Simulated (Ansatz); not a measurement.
Program: Ansatz. Geometries: PBE0-D4/def2-TZVP. ΔE: electronic, gas phase. CCSD(T)/CBS adds triple-zeta CCSD(T) − MP2 to the extrapolated MP2 energy (def2 sets, frozen cores). This one scheme is used for every species. Functionals use def2-TZVPP. For Br outer-core shells are correlated without core-valence functions, which leaves a few kJ/mol of doubt a bond. Scalar relativity is left out up to krypton. Each species was taken in one conformer, which may not be the lowest.

Consider the formal exchange of groups at the Si–Si bond: `N[SiH]([SiH3])Br` + CH₃OH → `N[SiH](Br)CO` + SiH₄.

(1) Is it downhill or uphill in electronic energy at CCSD(T)/CBS, and by how much? (Estimate.)

(2) What do these levels give: PBE-D4, r2SCAN-D4, PBE0-D4, ωB97X-V, B2PLYP, HF/def2-TZVPP, MP2/def2-TZVPP, CCSD/def2-TZVPP, CCSD(T)/def2-TZVPP, HF/CBS(def2), MP2/CBS(def2), CCSD/CBS(def2)? (Estimate.)

Largest T1 diagnostic among the species: 0.011.

Answers

(1) Computed: Nearly level: ΔE = +0.4 kcal/mol.

(2) Ansatz gave: PBE-D4 2.1, r2SCAN-D4 0.5, PBE0-D4 2.0, ωB97X-V 0.1, B2PLYP 0.1, HF/def2-TZVPP 0.5, MP2/def2-TZVPP -1.1, CCSD/def2-TZVPP 0.1, CCSD(T)/def2-TZVPP -0.1, HF/CBS(def2) 0.6, MP2/CBS(def2) -0.6, CCSD/CBS(def2) 0.5 kcal/mol.
